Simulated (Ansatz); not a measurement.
CH6BFOSi, SMILES `O[SiH2]CBF`, relaxed with RKS PBE0-D4/def2-TZVP in the Gaussian-basis code of Ansatz from a PBE-D4/def2-SVP geometry. The force threshold is 0.005 eV/Å; the program also tests the step.

Charge 0, multiplicity 1.

Start:

```xyz
11

O     0.953    1.578    0.913
Si   -0.210    0.393    1.167
C     0.017   -1.005   -0.116
B    -0.191   -0.370   -1.511
F     0.767    0.446   -2.001
H     1.108    1.797   -0.024
H    -1.616    0.929    1.060
H     0.011   -0.127    2.555
H     1.060   -1.353    0.039
H    -0.701   -1.818    0.111
H    -1.198   -0.471   -2.193
```

```json
{"step": "1", "energy (eV)": "-14448.2553", "largest force (eV/Å)": "0.795", "largest move (Å)": "0.000"}
{"step": "2", "energy (eV)": "-14448.3008", "largest force (eV/Å)": "0.517", "largest move (Å)": "0.034"}
{"step": "3", "energy (eV)": "-14448.3107", "largest force (eV/Å)": "0.126", "largest move (Å)": "0.028"}
{"step": "4 (rejected)", "energy (eV)": "-14448.3095", "largest force (eV/Å)": "0.190", "largest move (Å)": "0.022"}
{"step": "5", "energy (eV)": "-14448.3122", "largest force (eV/Å)": "0.063", "largest move (Å)": "0.011"}
{"step": "6", "energy (eV)": "-14448.3128", "largest force (eV/Å)": "0.044", "largest move (Å)": "0.017"}
{"step": "7", "energy (eV)": "-14448.3133", "largest force (eV/Å)": "0.033", "largest move (Å)": "0.023"}
{"step": "8", "energy (eV)": "-14448.3135", "largest force (eV/Å)": "0.011", "largest move (Å)": "0.012"}
{"step": "9", "energy (eV)": "-14448.3135", "largest force (eV/Å)": "0.013", "largest move (Å)": "0.007"}
{"step": "10", "energy (eV)": "-14448.3136", "largest force (eV/Å)": "0.009", "largest move (Å)": "0.006"}
{"step": "11", "energy (eV)": "-14448.3136", "largest force (eV/Å)": "0.007", "largest move (Å)": "0.007"}
{"step": "12", "energy (eV)": "-14448.3136", "largest force (eV/Å)": "0.009", "largest move (Å)": "0.003"}
{"step": "13", "energy (eV)": "-14448.3136", "largest force (eV/Å)": "0.006", "largest move (Å)": "0.002"}
{"step": "14", "energy (eV)": "-14448.3136", "largest force (eV/Å)": "0.006", "largest move (Å)": "0.000"}
{"step": "15 (rejected)", "energy (eV)": "-14448.3136", "largest force (eV/Å)": "0.011", "largest move (Å)": "0.006"}
{"step": "16", "energy (eV)": "-14448.3136", "largest force (eV/Å)": "0.002", "largest move (Å)": "0.003"}
```

End:

```xyz
11

O     0.943    1.556    0.971
Si   -0.204    0.391    1.157
C     0.028   -0.972   -0.125
B    -0.211   -0.394   -1.530
F     0.737    0.371   -2.081
H     1.141    1.850    0.080
H    -1.578    0.949    1.028
H    -0.025   -0.149    2.525
H     1.060   -1.312    0.016
H    -0.667   -1.779    0.123
H    -1.223   -0.511   -2.162
```

Run time 36 s (4 threads of an Intel Xeon Platinum 8488C on a shared host); peak host memory 0.5 GiB.
